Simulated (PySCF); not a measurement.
## How well do the runs reproduce experiment for KI?

**What was measured.**

Liu, Meijer, Perez-Rios, Phys. Chem. Chem. Phys. 22 (2020) 24191 lists, for the gas: dipole moment 10.82 D.

The results are set against them at the end.

Species: KI.
Numbering: `[K:1][I:2]`

Geometry (PBE0-D3(BJ)/def2-SVP, Å), atoms numbered from 1 in this order:
```
atom  x, y, z in Å
K1     1.5462   -0.0343    0.0046
I2    -1.5287    0.0055   -0.0168
```

Runs made with PySCF (gas phase, on this PBE0-D3(BJ)/def2-SVP geometry; no spin–orbit coupling):

| level | job | basis functions | wall time |
| --- | --- | --- | --- |
| PBE0-D3(BJ)/def2-SVP, grid level 1 | geometry optimisation from a GFN2-xTB start shaken at random | 50 | 6.4 s |

Hardware: one thread, AMD EPYC 7R43 (x86_64), shared host.

Atoms past Kr carry def2 core potentials in the def2 sets.

## Comparison

**Dipole moment.** Measured: 10.82 D (Liu, Meijer, Perez-Rios, Phys. Chem. Chem. Phys. 22 (2020) 24191).

```csv
level,computed (D),computed − measured (D),% (from the printed values)
PBE0-D3(BJ)/def2-SVP,11.12,+0.30,+3
```

The computed dipoles belong to one fixed geometry; measured ones are averaged over vibrations unless marked μe. Magnitudes are compared, not signs.

The geometry is computed, not the measured one. Where a level misses, the cause wasn't examined.
